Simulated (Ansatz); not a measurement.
`C[NH][In]([CH3])[Cl]` and `[CH3][In]([Cl])[Br]` differ in one atom or group.

Ansatz, PBE0-D4/def2-TZVP geometries, multiplicity 1. Each molecule was computed in one conformer, which needn't be the lowest.

Elements past krypton have def2 core potentials. Scalar relativity is left out up to krypton.

```tsv
property	`C[NH][In]([CH3])[Cl]`
size of the dipole moment (ωB97M-V/def2-TZVPP) / D	3.36
HOMO–LUMO gap (B3LYP/def2-TZVPP) / eV	5.29
LUMO energy (B3LYP/def2-TZVPP) / eV	-1.07
LUMO energy (ωB97M-V/def2-TZVPP) / eV	0.67
HOMO energy (PBE0/def2-TZVPP) / eV	-6.56
HOMO–LUMO gap (PBE/def2-TZVPP) / eV	3.66
```

**Question.** What does the change do to each property? (Estimate.)

**Answer.** Computed: 
```
                                          property  `[CH3][In]([Cl])[Br]`  shift
size of the dipole moment (ωB97M-V/def2-TZVPP) / D                   3.50   0.14
             HOMO–LUMO gap (B3LYP/def2-TZVPP) / eV                   5.94   0.65
               LUMO energy (B3LYP/def2-TZVPP) / eV                  -2.01  -0.94
             LUMO energy (ωB97M-V/def2-TZVPP) / eV                   0.00  -0.67
                HOMO energy (PBE0/def2-TZVPP) / eV                  -8.22  -1.66
               HOMO–LUMO gap (PBE/def2-TZVPP) / eV                   4.40   0.74
```

With PBE0 the HOMO falls by 1.66 eV and the LUMO falls by 0.95 eV, so the gap widens by about 0.71 eV. PBE moves the HOMO by -1.67 eV and ωB97M-V by -1.50 eV. Dipoles are sizes alone; their direction can turn.

B3LYP here is the variant with VWN-RPA as its local correlation; programs differ in this.

Spin–orbit coupling is left out; it splits and shifts lone-pair levels of the heavy atoms by tenths of an eV.
